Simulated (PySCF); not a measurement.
Compound: C3H7BrGeSi.
SMILES with atom numbers: `[CH3:1][Si@H:2]([Br:3])[C:4]#[C:5][GeH3:6]` (hydrogens: H7, H8, H9 on C1; H10 on Si2; H11, H12, H13 on Ge6)

A GFN2-xTB structure was refined with PBE0-D3(BJ)/def2-SVP geometry optimisation, gas phase in PySCF. Its GFN2-xTB values:

| coordinate | GFN2-xTB |
| --- | --- |
| C1–Si2 | 1.890 Å |
| C1–H7 | 1.087 Å |
| Si2–Br3 | 2.244 Å |
| Si2–C4 | 1.847 Å |
| Si2–H10 | 1.458 Å |
| C4≡C5 | 1.211 Å |
| C5–Ge6 | 1.895 Å |
| Ge6–H11 | 1.491 Å |
| Ge6–H12 | 1.489 Å |
| C1–Si2–Br3 | 107.8° |
| C1–Si2–C4 | 111.2° |
| Si2–C4–C5 | 177.9° |
| Br3–Si2–C4 | 105.9° |
| C4–C5–Ge6 | 179.7° |

Question: How do these coordinates change at the PBE0-D3(BJ)/def2-SVP level?

Answer: 
```tsv
coordinate	PBE0-D3(BJ)/def2-SVP (Å or °)	change
Ge6–H12	1.535	+0.046
Ge6–H11	1.535	+0.044
Si2–H10	1.488	+0.030
C1–Si2	1.863	-0.027
Si2–C4	1.830	-0.017
C1–H7	1.100	+0.013
C4≡C5	1.224	+0.013
Si2–Br3	2.234	-0.010
C5–Ge6	1.904	+0.009
Br3–Si2–C4	107.6	+1.7
C1–Si2–Br3	109.1	+1.3
Si2–C4–C5	179.1	+1.2
C4–C5–Ge6	179.6	-0.1
C1–Si2–C4	111.3	+0.1
```

The energy falls by 2.6 kcal/mol over 7 energy and gradient evaluations, the largest force component goes from 0.0324 to 3.7e-04 Eh/bohr, and the atoms move by 0.058 Å rms after alignment. Among the bonds, Ge6–H12 and Ge6–H13 change most and about equally (+0.046 Å). Bonds longer at the end by more than 0.005 Å: 9 of 12; shorter: 3. Rotational constants go from 2372, 324.2, 293.4 to 2428, 318.7, 289.3 MHz.

The run used 159 basis functions and 48 SCF cycles in all.

No frequency check.
